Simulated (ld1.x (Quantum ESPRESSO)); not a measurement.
**Cutoff test, P (Z = 15), ultrasoft**

phosphorus (P), ultrasoft, made with ld1.x (Quantum ESPRESSO) 7.5 (PBE, scalar-relativistic). Core [Ne], reference 3s2 3p2 (charge +1). Waves: 3s (bound): rcut 1.05, rcutus 1.45 bohr; 3s channel at -0.9 Ry: rcut 1.05, rcutus 1.45 bohr; 3p (bound): rcut 1.15, rcutus 1.40 bohr; 3p channel at -0.1 Ry: rcut 1.15, rcutus 1.40 bohr. Local part: all-electron potential smoothed inside 1.30 bohr (lloc = -2). Core correction: none. Augmentation charge: built from norm-conserving waves at rcut, not smoothed further.

The pseudo-atom Hamiltonian at the reference potential is diagonalised in spherical Bessel functions j_l(qr) that vanish at 20 bohr, with q² up to the cutoff. All-electron valence levels (Ry): 3s -1.7116, 3p -1.0448.

Q: How do the lowest levels (Ry) of each channel move with the cutoff, and are there ghosts?

A:

| cutoff (Ry) | s #1 | p #1 | p #2 | d #1 | f #1 | f #2 | Σ f·Δε (mRy) |
| --- | --- | --- | --- | --- | --- | --- | --- |
| 8 | -1.6699 | -1.0397 | -0.2335 | -0.2480 | -0.0502 | 0.0469 | 93.8 |
| 10 | -1.6862 | -1.0426 | -0.2343 | -0.2516 | -0.0502 | 0.0469 | 55.2 |
| 15 | -1.7060 | -1.0431 | -0.2344 | -0.2551 | -0.0502 | 0.0469 | 14.5 |
| 18 | -1.7105 | -1.0436 | -0.2345 | -0.2560 | -0.0502 | 0.0469 | 4.6 |
| 21 | -1.7111 | -1.0441 | -0.2346 | -0.2562 | -0.0502 | 0.0469 | 2.3 |
| 25 | -1.7112 | -1.0446 | -0.2346 | -0.2563 | -0.0502 | 0.0469 | 1.2 |
| 35 | -1.7114 | -1.0447 | -0.2346 | -0.2564 | -0.0502 | 0.0469 | 0.6 |
| 40 | -1.7115 | -1.0447 | -0.2346 | -0.2564 | -0.0502 | 0.0469 | 0.3 |
| 400 | -1.7116 | -1.0448 | -0.2347 | -0.2564 | -0.0502 | 0.0469 | 0.0 |

Result: no extra level below or beside the all-electron valence levels (s, p, d, f tested); 10 mRy is reached at 18 Ry and 1 mRy at 30 Ry.
